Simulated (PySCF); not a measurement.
AlAsFH3, SMILES [F][AlH][AsH2].

Coordinates come from a PBE0-D3(BJ)/def2-TZVP optimisation. The geometry has at least one imaginary mode, so it is a saddle point at that level.

These are C-PCM-PBE0/def2-SVP (PySCF) values and carry that method's errors.

The values are the electrostatic part of the solvation free energy, E(continuum) − E(gas) at the gas-phase geometry, in a cavity of scaled van der Waals radii (PySCF's table); cavitation and dispersion terms are not included. A continuum can't describe solvent molecules that bind to the metal. In vacuum the orbital gap is 6.05 eV. The dipole moment in vacuum is 0.82 D.

| solvent | ε | ΔG(elec) (kcal/mol) | dipole (D) | gap (eV) |
|---|---|---|---|---|
| water | 78.36 | -6.5 | 0.74 | 6.45 |
| chloroform | 4.71 | -5.1 | 0.77 | 6.36 |
| benzene | 2.27 | ? | ? | ? |

**Question.** Fill in the missing entries. (Estimate from the structure and the level; the computed values follow.)

**Answer.** 
- benzene, ΔG(elec) (kcal/mol): -3.5
- benzene, dipole (D): 0.79
- benzene, gap (eV): 6.26
